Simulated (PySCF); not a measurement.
Computed shifts of a molecule CH3FO2Si2, PBE0/pcSseg-1 (PySCF), GIAO, gas phase, equivalent atoms averaged, in ppm (number of nuclei): ¹³C: 178.0 (1). ²⁹Si: 9.6 (1), -35.8 (1). ¹⁹F: -172.7 (1). ¹H: 6.00 (1), 5.28 (1), 5.16 (1). References: ¹⁷O against H2O (σ = 334.2 ppm); ¹³C against TMS (σ = 186.3 ppm); ²⁹Si against TMS (σ = 352.7 ppm); ¹⁹F against CFCl3 (σ = 167.2 ppm); ¹H against TMS (σ = 31.56 ppm), references at their B3LYP-D3(BJ)/def2-TZVP geometries, non-relativistic. The structure is a stationary point at PBE0-D3(BJ)/def2-SVP. Other conformers were not sampled.

Problem. Pick the molecule that these values belong to.
(A) O=C1[SiH2]O[Si@@H]1F
(B) O=C1O[Si@H](F)[SiH2]1
(C) O=C1O[SiH2][Si@H]1F

Solution. B, O=C1O[Si@H](F)[SiH2]1
